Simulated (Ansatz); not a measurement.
Consider the substitution at a C–O bond: `COB(Cl)OC` + `[OH][Sc]([OH])[OH]` → `C[O][Sc]([OH])[OH]` + `COB(O)Cl`.

Gas-phase electronic energies from Ansatz, PBE0-D4/def2-TZVP geometries. CCSD(T)/CBS adds triple-zeta CCSD(T) − MP2 to the extrapolated MP2 energy (def2 sets, frozen cores). This one scheme is used for every species. Functionals use def2-TZVPP. B3LYP here is the variant with VWN-RPA as its local correlation; programs differ in this. For Sc outer-core shells are correlated without core-valence functions, which leaves a few kJ/mol of doubt a bond. Scalar relativity is left out up to krypton. One conformer a species, not always the lowest.

```
             level  ΔE (kJ/mol)  difference from CCSD(T)/CBS
           PBE0-D4         -4.3                         -2.2
          B3LYP-D4         -2.8                         -0.7
            B2PLYP         -4.0                         -1.9
            r2SCAN         -4.5                         -2.4
             B3LYP         -5.4                         -3.3
   CCSD/def2-TZVPP         -2.3                         -0.2
     HF/def2-QZVPP         -3.5                         -1.4
    MP2/def2-QZVPP         -1.7                          0.4
SCS-MP2/def2-QZVPP         -1.8                          0.3
     MP2/CBS(def2)         -1.4                          0.7
       CCSD(T)/CBS         -2.1                            0
```

Largest T1 diagnostic among the species: 0.016.
